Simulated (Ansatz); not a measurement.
Protons, H atoms and electrons added to or taken from CC#C. Isolated molecules, 0 K electronic values unless said otherwise. Strings in code marks are SMILES.

Quantity: electronic energy of isomers of C3H3, doublet states, relative to `C#C[CH2]`, in kcal/mol. HF references are unrestricted for open shells and restricted for singlets.

Case: `[C]#CC`. Geometry of `[C]#CC` (neutral, multiplicity 2, Å):

```xyz
6

C      2.1727    -0.0567     0.1009
C      0.9512     0.0431    -0.1394
C     -0.4932     0.0133    -0.0250
H     -0.9352    -0.6678    -0.7554
H     -0.7745    -0.3420     0.9716
H     -0.9209     1.0101    -0.1526
```

Question: Predict the electronic energy of isomers of C3H3, doublet states, relative to `C#C[CH2]` from frozen-core CCSD(T)/cc-pVTZ // B3LYP-D3(BJ)/def2-TZVP (Ansatz, a quantum-chemistry and plane-wave program).

Answer: 39.5 kcal/mol.
